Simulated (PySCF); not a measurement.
## [Yb(NH3)3]3+ relaxed at several levels

Computed with PySCF 2.14.0, def2-SVP on the ligands, density fitting, scalar-relativistic core potentials, no spin-orbit coupling, vacuum. Each row is relaxed at its own level from the same template. Distances are means of the shortest metal–ligand contacts, charges and spins Mulliken's; removal energies are rigid, with the ligand's formal charge and no counterpoise, so too large; for an anion taken off a cation in vacuum most of it is the attraction of opposite charges, and multiply charged cations can part far more cheaply with an electron moved from ligand to metal. lcecp potentials hold a fixed number of 4f electrons in the core, out of states, spins and gaps.

| level | basis on the metal | point group | M–NH3 (Å) | charge on M (e) | removal of one NH3 (eV) | strongest infrared band, degenerate modes summed (cm⁻¹) | unstable modes (below −25 cm⁻¹) |
| --- | --- | --- | --- | --- | --- | --- | --- |
| BP86 | lcecp-1-SVP with ECP59 | C3 | 2.351 | 1.65 | 4.29 | 3210 | 0 |

Problem. What does the calculation give for PBE0, lcecp-1-SVP with ECP59?

Solution. point group: C3, M–NH3 (Å): 2.341, charge on M (e): 1.78, removal of one NH3 (eV): 4.30, unstable modes (below −25 cm⁻¹): not given.
```xyz
13

Yb    0.0000    0.0000   -0.6929
N     2.2163    0.0142    0.0610
H     2.3841   -0.3941    1.0003
H     2.8906   -0.5058   -0.5344
H     2.6589    0.9497    0.1371
N    -1.1204    1.9123    0.0610
H    -0.8508    2.2617    1.0003
H    -1.0073    2.7562   -0.5344
H    -2.1520    1.8278    0.1371
N    -1.0958   -1.9264    0.0610
H    -1.5333   -1.8677    1.0003
H    -1.8833   -2.2504   -0.5344
H    -0.5070   -2.7776    0.1371
```

Moved off a saddle point of the template and relaxed again: BP86, PBE0. One start shape was tried for each, so a minimum needn't be the lowest isomer.
